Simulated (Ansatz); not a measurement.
Start from `BOC(O)O` and change one atom or group to get `CCC(O)O`.

Ansatz, PBE0-D4/def2-TZVP geometries, multiplicity 1. Each molecule was computed in one conformer, which needn't be the lowest.

| property | `BOC(O)O` |
| --- | --- |
| HOMO energy (B3LYP/def2-TZVPP) / eV | -8.57 |
| LUMO energy (PBE0/def2-TZVPP) / eV | -0.67 |
| LUMO energy (B3LYP/def2-TZVPP) / eV | -0.94 |
| size of the dipole moment (B3LYP/def2-TZVPP) / D | 1.23 |
| HOMO–LUMO gap (PBE0/def2-TZVPP) / eV | 8.10 |
| HOMO energy (ωB97M-V/def2-TZVPP) / eV | -11.17 |

**Question.** Give the same properties after the change, and the shifts. (An estimate is asked.)

**Answer.** Ansatz gave: 
```tsv
property	`CCC(O)O`	shift
HOMO energy (B3LYP/def2-TZVPP) / eV	-7.86	0.71
LUMO energy (PBE0/def2-TZVPP) / eV	1.10	1.77
LUMO energy (B3LYP/def2-TZVPP) / eV	0.72	1.66
size of the dipole moment (B3LYP/def2-TZVPP) / D	0.20	-1.03
HOMO–LUMO gap (PBE0/def2-TZVPP) / eV	9.20	1.10
HOMO energy (ωB97M-V/def2-TZVPP) / eV	-10.57	0.60
```

With PBE0 the HOMO rises by 0.67 eV and the LUMO rises by 1.77 eV, so the gap widens by about 1.10 eV. PBE moves the HOMO by 0.82 eV and ωB97M-V by 0.60 eV. Dipoles are sizes alone; their direction can turn.

B3LYP here is the variant with VWN-RPA as its local correlation; programs differ in this.
